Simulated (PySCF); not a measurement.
Electron correlation in Zn¹⁵⁺ (zinc, charge +15)

Starting occupation: [Ne] 3s2 3p3, 3p1/2 with m_j = -1/2, +1/2, 3p3/2 with m_j = +3/2. Computed with PySCF 2.14 in an even-tempered Gaussian basis (19 s from 1.3 bohr⁻², ratio 2.4; 13 p from 1.7 bohr⁻², ratio 2.4; 5 d from 7.8 bohr⁻², ratio 2.6; 4 f from 12 bohr⁻², ratio 2.6), with X2C-1e with screened-nucleus spin-orbit coupling, Gaussian nucleus. Frozen: 1s2; 13 electrons correlated; the 50 highest virtual spinors left out.

MP2 pair energies summed by pair of shells (mhartree):

```csv
pair,energy,share (%)
2p-2p,-193.62,40.6
3p-3s,-75.19,15.8
2p-2s,-56.88,11.9
2p-3p,-55.28,11.6
2p-3s,-32.46,6.8
3p-3p,-24.94,5.2
3s-3s,-11.44,2.4
2s-2s,-10.29,2.2
2s-3p,-10.19,2.1
2s-3s,-6.08,1.3
```

Total MP2 correlation energy: -476.36 mhartree.

The GHF reference relaxed away from the jj start to a determinant that is no pure jj level (⟨S²⟩ = 3.56, ⟨J²⟩ = 3.75); the energies belong to that determinant.
